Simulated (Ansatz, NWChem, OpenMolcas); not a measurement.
A small benchmark: dipole moment

10 molecules; the dipole moment in D, computed less measured. Shapes, held fixed at every level: PBE0-D4/def2-TZVP. No vibrational averaging. Dipoles are compared by magnitude; molecules under 1 D, whose direction can flip, are left out. Programs: NWChem 7.3.0, OpenMolcas 26.06. A level may come from different programs for different species; with the same settings they agree closely. Measured values: NIST CCCBDB.

Levels: A = HF/aug-cc-pVDZ; B = revPBE/aug-cc-pVDZ; C = TPSS/aug-cc-pVDZ.

```tsv
molecule	measured	A	B	C
C2H2O (ethenone)	1.42	+0.35	-0.07	-0.03
CH2ClF (chlorofluoromethane)	1.82	+0.23	-0.10	-0.04
CH2F2 (difluoromethane)	1.97	+0.21	-0.21	-0.14
C2H2F2 (vinylidene fluoride)	1.38	+0.12	-0.32	-0.23
C2H3Br (vinyl bromide)	1.42	+0.33	-0.05	+0.03
C2H3FO (SMILES CC(=O)F)	2.96	+0.34	-0.12	-0.08
C2H4S (thiirane)	1.85	+0.34	+0.03	+0.09
CH5N (methylamine)	1.31	+0.07	-0.06	-0.05
C2H5F (SMILES CCF)	1.96	+0.16	-0.15	-0.11
C2H5N (N-methylmethanimine)	1.53	+0.21	-0.13	-0.09
```

Sum up the errors.


```json
{"level": "HF/aug-cc-pVDZ", "kind": "Hartree–Fock", "mean error": "+0.236", "mean absolute error": "0.236", "worst case": "C2H2O"}
{"level": "revPBE/aug-cc-pVDZ", "kind": "GGA", "mean error": "-0.118", "mean absolute error": "0.124", "worst case": "C2H2F2"}
{"level": "TPSS/aug-cc-pVDZ", "kind": "meta-GGA", "mean error": "-0.065", "mean absolute error": "0.089", "worst case": "C2H2F2"}
```

On this set TPSS/aug-cc-pVDZ has the smallest mean absolute error and HF/aug-cc-pVDZ the largest. HF/aug-cc-pVDZ is too high in 10 of 10; revPBE/aug-cc-pVDZ is too low in 9 of 10; TPSS/aug-cc-pVDZ is too low in 8 of 10. Relativity is left out for Br. The set is small.
